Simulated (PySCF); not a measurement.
H₁₂N₄Zn, charge +2. Atoms are numbered in the order given.

```xyz
17

Zn     0.0000     0.0000     0.0000
N     -1.1985    -1.1985     1.1985
H     -1.8279    -0.6702     1.8279
H     -1.8279    -1.8279     0.6702
H     -0.6702    -1.8279     1.8279
N      1.1985    -1.1985    -1.1985
H      1.8279    -0.6702    -1.8279
H      1.8279    -1.8279    -0.6702
H      0.6702    -1.8279    -1.8279
N      1.1985     1.1985     1.1985
H      0.6702     1.8279     1.8279
H      1.8279     0.6702     1.8279
H      1.8279     1.8279     0.6702
N     -1.1985     1.1985    -1.1985
H     -1.8279     1.8279    -0.6702
H     -0.6702     1.8279    -1.8279
H     -1.8279     0.6702    -1.8279
```
Charge +2, spin multiplicity 1.

Coordinates come from a PBE-D3(BJ)/def2-SVP optimisation. The isomer is the one that the SMILES or the coordinates give; other isomers of the formula were not compared.

Level of theory: TDA-LC-ωPBE/def2-SVPD run with PySCF.

Vertical excitations; the highest root listed may be one member of a degenerate set.  State labels are in the subgroup D2.

Computed lowest excited states:
```
state  symmetry  energy (eV)  λ (nm)      f                                                                     main pairs
-----  --------  -----------  ------  -----  -----------------------------------------------------------------------------
S1           B1         9.65     128  0.219                                                   HOMO−2→LUMO (degenerate set)
S2           B3         9.65     128  0.219                                                     HOMO→LUMO (degenerate set)
S3           B2         9.65     128  0.219                                                   HOMO−1→LUMO (degenerate set)
S4            A        10.57     117  0.000     HOMO−2→LUMO+1 25 %, HOMO→LUMO+3 25 %, HOMO−1→LUMO+2 25 %, HOMO−3→LUMO 14 %
S5           B2        11.09     112  0.000      HOMO−2→LUMO+3, HOMO→LUMO+1, HOMO−2→LUMO+11, HOMO→LUMO+10 (degenerate set)
S6           B3        11.09     112  0.000  HOMO−2→LUMO+2, HOMO−1→LUMO+1, HOMO−2→LUMO+12, HOMO−1→LUMO+10 (degenerate set)
T1           B1         8.87     140      0                                                   HOMO−2→LUMO (degenerate set)
T2           B3         8.87     140      0                                                     HOMO→LUMO (degenerate set)
```
Triplets are in the Tamm–Dancoff approximation.
